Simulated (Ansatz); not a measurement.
The same path of a periodic cell of 13 atoms, BIr12 (surface Ir(111), adsorbate B) was run twice with different band settings. Lost on the way: Ir11–B13. Made: Ir9–B13.

All numbers below come from DFT PBE, scalar-relativistic, plane waves, PAW in Ansatz. Settings: cutoff 420 eV, k mesh 4x4x1, gaussian smearing 0.05 eV, no spin polarisation.

Relaxed end points:

```xyz
13
Lattice="5.4306 0.0000 0.0000 2.7153 4.7030 0.0000 0.0000 0.0000 15.4340" Properties=species:S:1:pos:R:3
Ir 1.358 0.784 1.000
Ir 4.073 0.784 1.000
Ir 2.715 3.135 1.000
Ir 5.431 3.135 1.000
Ir 0.000 1.566 3.193
Ir 2.715 1.568 3.172
Ir 1.359 3.920 3.193
Ir 4.072 3.920 3.193
Ir 0.000 0.000 5.359
Ir 2.715 0.025 5.489
Ir 1.380 2.339 5.489
Ir 4.051 2.339 5.489
B 5.431 3.135 6.764
```

```xyz
13
Lattice="5.4306 0.0000 0.0000 2.7153 4.7030 0.0000 0.0000 0.0000 15.4340" Properties=species:S:1:pos:R:3
Ir 1.358 0.784 1.000
Ir 4.073 0.784 1.000
Ir 2.715 3.135 1.000
Ir 5.431 3.135 1.000
Ir 0.005 1.571 3.207
Ir 2.710 1.571 3.207
Ir 1.358 3.913 3.207
Ir 4.073 3.919 3.158
Ir -0.047 0.027 5.465
Ir 2.762 0.027 5.465
Ir 1.358 2.352 5.372
Ir 4.073 2.297 5.465
B 4.073 3.919 6.671
```

Common settings: climbing image yes; spring 5.0 eV/Å²; force threshold 0.05 eV/Å; end points relaxed; atoms held 1 to 4.

| run | movable images | optimiser | start path | iteration limit | largest step |
| --- | --- | --- | --- | --- | --- |
| 1 | 7 | quadratic models (default) | IDPP | 46 | default |
| 2 | 3 | fire | default | 50 | 0.5 Å |

(1) What does each run give, and how far can it be trusted?

Answers

(1) Run 1: converged after 5 iterations, highest image 0.187 eV above the first end. By the program's own check the climbing image is a first-order saddle point (lowest curvatures found: -1.68 and 0.90 eV/Å²).
Run 2: converged after 27 iterations, highest image 0.187 eV above the first end. The order of the stationary point at the top wasn't checked.
Limits of this set-up: coarse k mesh, thin slab, slab without dipole correction, odd electron count without spin.
